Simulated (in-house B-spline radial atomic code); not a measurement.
A fraction x of an electron is added to 3p in neutral phosphorus, starting from [Ne] 3s2 3p3 and keeping the highest spin. Computed with an all-electron radial atomic-structure program (B-spline basis): non-relativistic BLYP, spin-polarised, spherical fractional occupations, point nucleus.

```tsv
x	E(x) - E(0) (eV)	3p down level (eV)
0	0.0000	-
0.1	-0.3607	-3.265
0.2	-0.6535	-2.595
0.3	-0.8803	-1.943
0.4	?	?
0.5	?	?
0.6	-1.1850	-0.128
```

Question: What belongs in the row x = 0.4?

Answer: An energy change of -1.0429 eV; 3p down at -1.313 eV.

Question: What belongs in the row x = 0.5?

Answer: An energy change of -1.1436 eV; 3p down at -0.706 eV.

Question: Check Janak's theorem between x = 0.1 and 0.2.

Answer: The slope of the energy is -2.93 eV; the orbital levels give -2.93 eV (ε of the filling orbital, averaged over the two points).

Question: Up to what added charge does this functional bind the extra electron?

Answer: The highest level rises by about 5.8 eV per electron near x = 0.6 and would reach zero near x = 0.62, so a whole extra electron isn't bound at the basis-set limit.
